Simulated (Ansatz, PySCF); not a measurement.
Reaction (SMILES): ClC(Cl)(Cl)Cl [tetrachloromethane] + 3 C (CH4) -> 4 CCl (CH3Cl) [chloromethane]
Structures are relaxed separately at B3LYP-D3(BJ)/def2-TZVP in Ansatz (a program for electronic structure). Frequencies are from Ansatz or PySCF.
Geometry of the first species:
```xyz
5

C      0.0000     0.0000     0.0000
Cl     1.0327     1.0410     1.0081
Cl    -1.0056    -1.0297     1.0464
Cl    -1.0489     1.0136    -1.0192
Cl     1.0218    -1.0250    -1.0353
```

Wanted: bond separation energy (enthalpy at 298 K, with B3LYP-D3(BJ) rigid-rotor harmonic-oscillator terms), in kcal/mol. Valence correlation only, unless marked. No spin-orbit coupling. Non-relativistic. CBS marks a two-point X^-3 extrapolation of the correlation energy; Hartree-Fock from the larger set. The bracket is a focal-point correction in the basis named.

From measured enthalpies of formation at 298 K: -2.2 kcal/mol (ClC(Cl)(Cl)Cl -23.3, ATcT 1.112; C (CH4) -17.8, ATcT 1.112; CCl (CH3Cl) -19.7, ATcT 1.112). It holds spin-orbit effects, which the calculations lack, and core correlation, which the frozen-core levels lack.

```tsv
level	program	bond separation energy (kcal/mol)	error against measurement
HF/def2-TZVPD	PySCF	-20.0	-17.8
r2SCANh/def2-TZVPD	Ansatz	-4.0	-1.8
LC-wPBE-D4/def2-TZVPD	Ansatz + dftd4	-5.4	-3.2
RPA@PBE/cc-pV(Q+d)Z	Ansatz	-5.9	-3.7
MP2/cc-pV(T+d)Z	Ansatz	-0.2	2.0
CCSD(T)/cc-pVTZ	Ansatz	-4.6	-2.4
RI-MP2/CBS(aug-cc-pV(T+d)Z,aug-cc-pV(Q+d)Z)+[CCSD(T)-MP2]/aug-cc-pV(T+d)Z	Ansatz	-4.5	-2.3
```
